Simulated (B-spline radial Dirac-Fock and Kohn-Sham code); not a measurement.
## Two-hole binding energies of Pm¹²⁺

System: promethium as Pm¹²⁺, [Kr] 4d10 4f1 5s2.

Model: multi-electron Dirac-Fock with separately optimised hole states, Breit and Lamb-shift corrections added in first order. Program: an atomic code on a B-spline grid. U is the two-hole binding energy less the two single-hole energies, the effective repulsion of the holes after relaxation. Each two-hole energy is an average over J within one jj subconfiguration.

```csv
holes,E(a) (eV),E(b) (eV),E(ab) (eV),U (eV)
1s⁻¹ 3p1/2⁻¹,45425.6,1718.9,47250.4,105.9
1s⁻¹ 3p3/2⁻¹,45425.6,1605.5,47128.7,97.6
1s⁻¹ 3d5/2⁻¹,45425.6,1273.9,46790.8,91.3
2s⁻²,7677.0,7677.0,15539.8,185.9
2p1/2⁻²,7256.8,7256.8,14744.4,230.8
2p1/2⁻¹ 2p3/2⁻¹,7256.8,6703.4,?,?
2s⁻¹ 3d3/2⁻¹,7677.0,1297.7,9066.9,92.3
2p1/2⁻¹ 3d3/2⁻¹,7256.8,1297.7,8645.1,90.6
2p3/2⁻¹ 3p1/2⁻¹,6703.4,1718.9,8512.5,90.2
2p3/2⁻¹ 3d5/2⁻¹,6703.4,1273.9,8067.2,90.0
3p1/2⁻²,1718.9,1718.9,3510.2,72.4
3p1/2⁻¹ 3p3/2⁻¹,1718.9,1605.5,3390.3,65.9
3d3/2⁻²,1297.7,1297.7,2669.5,74.2
4d5/2⁻²,352.5,352.5,736.9,31.8
```

Question: Give the missing two-hole energy and U.

Answer: E(ab) = 14165.0 eV and U = 204.8 eV.

Values without a named source are computed, but for edge energies of neutral atoms, which are taken from tables.
